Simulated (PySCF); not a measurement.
A calculated (PBE0, PySCF 2.14, x2c-TZVPPall with one added diffuse shell each of s, p, d, f type, scalar relativity by spin-free X2C-1e) atom or ion has these occupied shells.

| shell | electrons | orbital energy (eV) | rms radius, mean of both spins (bohr) |
| --- | --- | --- | --- |
| 1s α | 1 | -46709.9 | 0.0259 |
| 1s β | 1 | -46709.9 | 0.0259 |
| 2s α | 1 | -7682.9 | 0.105 |
| 2s β | 1 | -7682.9 | 0.105 |
| 2p α | 3 | -6865.1 | 0.0941 |
| 2p β | 3 | -6865.1 | 0.0941 |
| 3s α | 1 | -1716.4 | 0.272 |
| 3s β | 1 | -1714.4 | 0.272 |
| 3p α | 3 | -1458.4 | 0.272 |
| 3p β | 3 | -1456.4 | 0.272 |
| 3d α | 5 | -1103.6 | 0.250 |
| 3d β | 5 | -1101.7 | 0.250 |
| 4s α | 1 | -368.29 | 0.615 |
| 4s β | 1 | -363.20 | 0.615 |
| 4p α | 3 | -282.54 | 0.652 |
| 4p β | 3 | -277.22 | 0.652 |
| 4d α | 5 | -160.28 | 0.720 |
| 4d β | 5 | -154.29 | 0.720 |
| 5s α | 1 | -67.855 | 1.47 |
| 5s β | 1 | -65.387 | 1.47 |
| 5p α | 3 | -45.554 | 1.69 |
| 5p β | 3 | -43.652 | 1.69 |
| 4f α | 5 | -29.727 | 1.01 |
| 6p α | 1 | -13.212 | 4.32 |

(1) Name the element and its charge.

## Answers

(1) Sm²⁺ (samarium, charge +2), in [Xe] 4f5 6p1, one real determinant (an excited configuration).
